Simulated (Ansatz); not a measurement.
Mulliken charges of `[NH]=[V]([OH])([OH])[OH]` from r2SCAN/def2-TZVPP in Ansatz (PBE0-D4/def2-TZVP geometry).

```
atom   x (Å)   y (Å)   z (Å)  charge (e)
  N1  -1.457  -0.164   0.317      -0.576
  V2   0.097  -0.001  -0.047       1.153
  O3   1.103  -0.868   1.122      -0.473
  O4   0.290  -0.696  -1.678      -0.446
  O5   0.560   1.707  -0.040      -0.473
  H6  -2.446  -0.305   0.467       0.175
  H7   0.736  -1.432   1.806       0.222
  H8   1.193  -0.659  -2.017       0.194
  H9  -0.075   2.418   0.069       0.222
```

Problem. By hand: the dipole of these point charges (1 e Å = 4.8032 D).

Solution. Σ q r = (-0.015, 0.045, 0.106) e Å, of length 0.116 e Å = 0.56 D.

Problem. How does the dipole of the full density compare? (Best estimate.)

Solution. The calculation gave: (-0.256, 0.042, 0.215) e Å, 1.62 D; the point charges give 0.35 times that, at 43° from its direction.

Point charges leave out the atoms' own dipoles, such as those of lone pairs, and Mulliken's split depends on the basis, so the two needn't agree.
